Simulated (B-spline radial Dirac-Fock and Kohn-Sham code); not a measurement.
## The Cd-like isoelectronic sequence (48 electrons), Z = 75 to 83

Level of theory: Dirac-Fock ΔSCF + Breit + QED; an atomic code on a B-spline grid. Binding energies in eV, tabulated ground configurations ([Kr] 4d10 4f2 throughout). Electron correlation is not included.

```tsv
ion	2p3/2	3d5/2	4d3/2	4d5/2	outermost level	NIST ionisation energy
Re²⁷⁺	11475.1	2823.4	1111.1	1094.1	884.1 (4f)	910 ± 50
Os²⁸⁺	11868.1	2956.0	1177.5	1159.1	943.6 (4f)	970 ± 50
Ir²⁹⁺	?	?	?	?	?	?
Pt³⁰⁺	12675.4	3230.2	1315.7	1294.4	1067.7 (4f)	1090 ± 50
Au³¹⁺	13089.8	3371.8	1387.6	1364.6	1132.4 (4f)	1150 ± 60
Hg³²⁺	13511.4	3516.4	1461.2	1436.6	1198.7 (4f)	1220 ± 60
Tl³³⁺	13940.1	3664.0	1536.7	1510.3	1266.8 (4f)	1290 ± 60
Pb³⁴⁺	14376.0	3814.7	1614.0	1585.7	1336.7 (4f)	1360 ± 60
Bi³⁵⁺	14819.1	3968.3	1693.2	1662.9	1408.2 (4f)	1440 ± 70
```

Q: Fill in the row of Ir²⁹⁺.

A: 2p3/2 12268.2, 3d5/2 3091.6, 4d3/2 1245.7, 4d5/2 1225.9, outermost 1004.8 (4f), NIST 1030 ± 50 eV.

NIST's values are for the lowest levels; a dash marks a value that is missing or belongs to another shell. Their kind here: theoretical. Where a p, d or f shell is open in either ion the computed value averages over both j values and all terms, while the table refers to the lowest levels; that difference holds spin-orbit splitting (largest in heavy or highly charged ions), term energies where several electrons share open shells, and correlation, and it can reach 10 % or more.
